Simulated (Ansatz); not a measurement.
**As2 (SMILES [As]#[As]): methods side by side**

The species is As2 (2 atoms), meant as a singlet with charge 0. As SMILES, `[As]#[As]`. The coordinates come from a PBE0-D4/def2-TZVP relaxation.

```xyz
2

As    0.0000    0.0000    0.0025
As    0.0000    0.0000    2.0915
```

Each level gives the electronic atomisation energy (eV). The values are calculated. Electronic energies at fixed atoms, without zero-point motion or spin-orbit coupling.

```
              level                    kind  program  value (eV)  less CCSD(T)/def2-TZVPPD  CPU time (all runs)
    PBE/def2-TZVPPD                     GGA   Ansatz        4.29                     +0.61                5.7 s
 revPBE/def2-TZVPPD                     GGA   Ansatz        3.95                     +0.27                5.8 s
  HSE06/def2-TZVPPD  range-separated hybrid   Ansatz        3.76                     +0.08                8.2 s
wB97M-V/def2-TZVPPD  range-separated hybrid   Ansatz        3.74                     +0.06                 52 s
RPA@PBE/def2-TZVPPD                     RPA   Ansatz        3.80                     +0.12                8.6 s
    MP2/def2-TZVPPD     perturbation theory   Ansatz        3.81                     +0.13                3.8 s
CCSD(T)/def2-TZVPPD   coupled cluster or CI   Ansatz        3.68                      0.00                 14 s
   CCSD/def2-TZVPPD   coupled cluster or CI   Ansatz        3.28                     -0.40                 10 s
```

Differences are taken from CCSD(T)/def2-TZVPPD for orientation; it has basis-set and higher-order errors of its own. All-electron rows without a relativistic Hamiltonian named are non-relativistic. The values span 3.28 to 4.29 eV. In the correlated wave-function rows the outer d shell of As is correlated, in sets not made for it. Times are those of the runs behind each value, whatever else they computed, on shared processors of several kinds: orders of magnitude only.
